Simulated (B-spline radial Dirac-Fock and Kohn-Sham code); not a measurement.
## X-ray scattering factor of Pb⁴⁹⁺

System: Pb⁴⁹⁺, configuration [Ar] 3d10 4s2 4p3.

The computed values come from an atomic code on a B-spline grid: configuration-average Dirac-Fock orbitals. f₀ is the Fourier transform of the spherical electron density, S the Waller-Hartree incoherent function, and s = sin θ/λ. The electron scattering factor follows from the Mott-Bethe formula f_e = 0.023934 Å⁻¹·(Z − f₀)/s².

```
s (Å⁻¹)      f₀       S  f_e (Å)
      0  33.000   0.000        –
   0.05  32.976   0.025  469.332
    0.1  32.906   0.098  117.502
   0.15  32.789   0.220   52.347
    0.2  32.627   0.388   29.542
   0.25  32.421   0.599   18.986
    0.3  32.172   0.851   13.251
   0.35  31.883   1.140    9.792
    0.4  31.556   1.463    7.546
   0.45  31.193   1.815    6.005
    0.5  30.797   2.191    4.902
    0.6  29.917   3.004    3.463
    0.7  28.942   3.868    2.592
    0.8  27.895   4.757    2.023
    0.9  26.801   5.647    1.631
      1  25.683   6.524    1.348
    1.1  24.560   7.375    1.136
    1.2  23.449   8.196    0.973
    1.4  21.315   9.739    0.741
    1.6  19.350  11.156    0.586
    1.8  17.577  12.463    0.476
      2  15.990  13.672    0.395
    2.5  12.690  16.338    0.265
      3  10.121  18.605    0.191
    3.5   8.172  20.562    0.144
      4   6.791  22.248    0.113
      5   5.266  24.891    0.073
      6   4.482  26.768    0.052
```

f₀ starts at the number of electrons, 33, and has fallen to half at s ≈ 1.94 Å⁻¹. The sum of ⟨r²⟩ over the electrons is 1.280 bohr². For an ion f_e diverges as s goes to zero, because of the net charge.
